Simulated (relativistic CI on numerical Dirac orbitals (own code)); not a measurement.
One change at a time: Ga³⁰⁺

Base calculation: Dirac-Coulomb-Breit CI, separate exchange-only KLI orbitals for each configuration, QED by a radiative potential.

CI space: 1s, 2s, 2p, 3s, 3p, 3d, 4s, 4p, 4d, 4f, 5s, 5p, 5d, 5f, 5g, 6s, 6p, 6d. Levels of other configurations are missing.

Variants: (1) QED terms removed; (2) non-relativistic limit. Shifts of the energy above 1s ²S1/2, in eV, for the lowest level and the first level of each name with at least 55 % of one term (blank where a level changes its place among those of its configuration and J or its character, or is not in the variant):

```
    Level     Base  Δ(1)    Δ(2)
 1s ²S1/2      0.0   0.0     0.0
2p ²P°1/2   9917.0  +7.0  -110.9
 2s ²S1/2   9918.1  +6.0  -111.9
2p ²P°3/2   9960.3  +6.9  -154.2
3p ²P°1/2  11767.7  +7.0  -145.6
 3s ²S1/2  11768.0  +6.7  -145.9
 3d ²D3/2  11780.5  +7.0  -158.4
3p ²P°3/2  11780.5  +7.0  -158.4
 3d ²D5/2  11784.7  +7.0  -162.6
4p ²P°1/2  12413.6  +7.0  -155.9
 4s ²S1/2  12413.8  +6.9  -156.1
 4d ²D3/2  12419.0  +7.0  -161.3
4p ²P°3/2  12419.0  +7.0  -161.4
4f ²F°5/2  12420.8  +7.0  -163.1
 4d ²D5/2  12420.8  +7.0  -163.1
4f ²F°7/2  12421.7  +7.0  -164.0
5p ²P°1/2  12711.9  +7.0  -160.0
 5s ²S1/2  12711.9  +7.0  -160.1
 5d ²D3/2  12714.6  +7.0  -162.8
5p ²P°3/2  12714.6  +7.0  -162.8
5f ²F°5/2  12715.5  +7.0  -163.7
 5d ²D5/2  12715.5  +7.0  -163.7
```
